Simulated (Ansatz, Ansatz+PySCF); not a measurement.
```yaml
atoms:
  - { symbol: Li, position_ang: [0.0000, 0.0000, -2.2979] }
  - { symbol: F, position_ang: [0.0000, 0.0000, 0.7660] }
```

Basis set: STO-3G (spherical functions). Frozen core: 1 orbital. Charge 0, multiplicity 1.

Computed with Ansatz (development build ahead of 0.2.0); each method stands on the lowest determinant of its kind that the runs found. Restricted open shells among the atoms or ions are ROHF, correlated in semicanonical orbitals with singles. Restricted functionals stand beside restricted open-shell atoms, which can lie above the unrestricted atoms usual in DFT and then raise those values.

The atomization energy at this shape (free ground-state atoms in the same class of orbitals less the molecule, no zero-point energy) of singlet LiF:

```
             method  atomization energy
PBE0 (unrestricted)       9.20 kcal/mol
  PBE0 (restricted)     -13.13 kcal/mol
       RHF-CCSDT(Q)       4.95 kcal/mol
            UHF-MP2       3.61 kcal/mol
                UHF       3.41 kcal/mol
                RHF     -91.29 kcal/mol
        UHF-CCSD(T)       3.84 kcal/mol
```

(1) What does RHF-MP2 give?

Results:

(1) -37.03 kcal/mol. Caution: the shape is not the minimum. Caution for PBE0 (unrestricted), UHF-MP2, UHF, UHF-CCSD(T): the unrestricted determinant is a mixture of spin states. Caution for PBE0 (restricted), RHF-CCSDT(Q), RHF-MP2, RHF: an unrestricted determinant lies well below. Caution for RHF-CCSDT(Q), UHF-MP2, RHF-MP2, UHF-CCSD(T): large amplitudes, a single reference is doubtful. Caution for RHF-CCSDT(Q): the amplitudes may be one of several solutions. Caution for UHF-MP2, UHF-CCSD(T): a plain start can end on a higher determinant. Caution for RHF-MP2, RHF: the molecule lies well above its atoms at this level. Caution for UHF-CCSD(T): another reference gives a lower total.

This basis has no polarisation functions and is too small for such energies, which can lie far from measured ones in either direction.
